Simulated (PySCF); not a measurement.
CH3BrMgS. Atoms are numbered in the order given.

```xyz
7

Mg     0.2619     0.2447     0.0000
Br    -0.0917    -2.0789     0.0000
S      0.6492     2.5096     0.0000
C     -1.0338     3.2366     0.0000
H     -1.6055     2.9631     0.8978
H     -0.9053     4.3276     0.0000
H     -1.6055     2.9631    -0.8978
```

Coordinates come from a PBE0-D3(BJ)/def2-SVP optimisation. The structure was generated by enumeration; whether it is a known compound was not checked. One conformer was computed; it need not be the lowest.

Method: PySCF with PBE0/pcSseg-1.

GIAO shieldings, no solvent; atoms alike by connectivity are averaged. δ = σ(ref) − σ: ³³S against H2S (σ = 716.7 ppm); ¹³C against TMS (σ = 186.3 ppm); ¹H against TMS (σ = 31.56 ppm), references at their B3LYP-D3(BJ)/def2-TZVP geometries, non-relativistic (without spin–orbit terms, shifts of atoms bonded to Cl or Br come out too high).

Computed chemical shifts:
```tsv
nucleus	atoms	count	δ (ppm)
³³S	S3	1	-22.9
¹³C	C4	1	11.8
¹H	H5, H6, H7	3	2.35
```
